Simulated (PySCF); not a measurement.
**Cr²⁺: excitation energy**

Cr²⁺ [Ar] 3d4 (5D) → Cr²⁺ [Ar] 3d3 4s1, s spin flipped, as a difference of total energies. All numbers are calculated (PySCF 2.14, no relativity, point nucleus, in aug-cc-pVDZ). Correlated levels: valence: [Ar] frozen. The calculations carry no spin-orbit coupling.

| method | excitation energy (eV) |
| --- | --- |
| UHF | 7.003 |
| MP2 (valence) | 7.305 |
| SCS-MP2 (valence) | 6.887 |

Q: How much does correlation contribute at MP2 (valence)?

A: 7.305 − (7.003) = 0.302 eV, measured against UHF.

The upper determinant mixes two multiplicities, so it lies between the two terms.

The coupled-cluster amplitudes are large for the upper state (T1 above 0.03 or a double amplitude above 0.15), so a single reference is strained.
